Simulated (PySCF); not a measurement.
## Working out the ionisation energy of Ti

Ti [Ar] 3d2 4s2 (3F) → Ti⁺ [Ar] 3d2 4s1 (4F). Calculation: PySCF 2.14, in def2-TZVP (6s4p4d1f, 45 functions); the non-relativistic Hamiltonian (point nucleus). Frozen: [Ar]. Energies in hartree (1 hartree = 27.21139 eV):

```tsv
part	Ti (lower)	Ti⁺ (upper)
UHF	-848.394616	-848.191411
MP2 opposite-spin	-0.025924	0.000000
MP2 same-spin	-0.008413	-0.008704
```

What does Hartree-Fock give?

(-848.191411) − (-848.394616) = 0.203205 hartree = 5.529 eV.

What do MP2 and SCS-MP2 (6/5 opposite-spin, 1/3 same-spin) give?

The opposite-spin parts differ by 0.705 eV and the same-spin parts by -0.008 eV. MP2: 5.529 + (0.705) + (-0.008) = 6.226 eV. SCS-MP2: 5.529 + 1.2 × (0.705) + (-0.008)/3 = 6.372 eV.

Measured between the centres of the two terms (NIST): 6.828 eV, so MP2 (valence) is off by -0.602 eV.

The calculation is non-relativistic.

What remains against the reference includes basis incompleteness, the frozen core and correlation beyond second order.
